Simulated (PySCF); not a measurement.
Molecule: SMILES [C@H]1(F)[Si@H](N)CC1, C3H8FNSi.

Bonds (- single, = double, # triple, : aromatic): N1-Si2, Si2-C3, C3-C4, C4-C5, C5-F6, C5-Si2. N1 carries H7, H8; Si2 carries H9; C3 carries H10, H11; C4 carries H12, H13; C5 carries H14. Stereochemistry as in N[Si@@H]1CC[C@H]1F. H10, H13 are cis to N1 on the ring; H11, H12 are trans to N1 on the ring.

Frames of a GFN2-xTB Langevin trajectory at 300 K; GIAO PBE0/pcSseg-1 shieldings in PySCF, gas phase, non-relativistic; equivalent atoms averaged within each frame.

References, each an isolated molecule treated in the same way: ¹⁵N (267.73 ppm) against NH3; TMS for ²⁹Si (349.16 ppm), ¹³C (186.93 ppm), ¹H (31.72 ppm); ¹⁹F (170.95 ppm) vs CFCl3. The references are static minima.

Question: How do the shifts (ppm) fluctuate along the trajectory?

Answer: 
| time (fs) | N1 | Si2 | C5 | C4 | C3 | F6 | H9 | H14 | H13 | H12 |
| --- | --- | --- | --- | --- | --- | --- | --- | --- | --- | --- |
| 250 | 19.8 | -16.6 | 96.0 | 33.7 | 11.0 | -214.4 | 5.02 | 4.82 | 3.37 | 2.50 |
| 425 | 12.5 | 12.2 | 104.5 | 32.1 | 12.3 | -249.9 | 5.97 | 5.58 | 3.20 | 2.27 |
| 625 | 21.8 | 4.0 | 100.6 | 25.5 | 12.5 | -210.5 | 5.86 | 4.70 | 2.16 | 2.26 |
| 800 | 9.1 | 5.4 | 97.8 | 34.8 | 16.0 | -218.6 | 6.13 | 5.53 | 3.61 | 3.10 |
| 1000 | 21.8 | -7.0 | 111.8 | 31.3 | 28.4 | -229.5 | 6.36 | 4.91 | 1.86 | 2.92 |
| mean of frames | 17.0 | -0.4 | 102.1 | 31.5 | 16.1 | -224.6 | 5.87 | 5.11 | 2.84 | 2.61 |
| standard deviation | 5.8 | 11.4 | 6.3 | 3.6 | 7.2 | 15.8 | 0.51 | 0.42 | 0.78 | 0.38 |

5 frames give an uncertainty of the mean of about the standard deviation over 2.2 at best, since frames this close in time may not be independent; classical motion lacks zero-point vibration, and the reference would need the same averaging.
